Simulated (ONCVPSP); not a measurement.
**An all-electron radial function and its pseudo partner (Ni)**

Columns: radius, all-electron u(r) and pseudo u(r) of the 3p shell (level -110.53 eV) of nickel in the configuration [Ne] 3s2 3p6 3d7; PBEsol, scalar-relativistic, ONCV scheme, ONCVPSP 4.0.1.

```csv
r (bohr),all-electron,pseudo
0.065,-0.4237,0.0309
0.130,-0.6480,0.1205
0.195,-0.4621,0.2615
0.260,-0.0745,0.4404
0.325,0.3414,0.6381
0.390,0.6956,0.8319
0.455,0.9563,1.0000
0.520,1.1227,1.1254
0.585,1.2077,1.1994
0.650,1.2298,1.2227
0.715,1.2063,1.2029
0.780,1.1520,1.1510
0.845,1.0787,1.0784
0.910,0.9949,0.9947
0.975,0.9069,0.9068
1.040,0.8190,0.8189
1.105,0.7340,0.7339
1.170,0.6537,0.6536
1.235,0.5791,0.5790
1.300,0.5108,0.5107
1.365,0.4488,0.4487
1.430,0.3929,0.3929
1.495,0.3430,0.3429
1.560,0.2987,0.2987
1.625,0.2595,0.2594
1.690,0.2250,0.2249
```

**Question.** How many radial nodes do the two functions have?

**Answer.** The all-electron 3p function has n − l − 1 = 1; the pseudo-wave has 0, since the states of the same l below it are removed with the core.

**Question.** At about which radius was the pseudo-wave matched?

**Answer.** 0.95 bohr. The columns agree to 0.0005 from 0.84 bohr on; several derivatives are matched, so the curves merge somewhat inside the radius.

**Question.** Is the pseudo-wave norm-conserving?

**Answer.** Yes: the ONCV scheme keeps the norm inside the radius equal to the all-electron one, which fixes the energy derivative of the logarithmic derivative at the level.
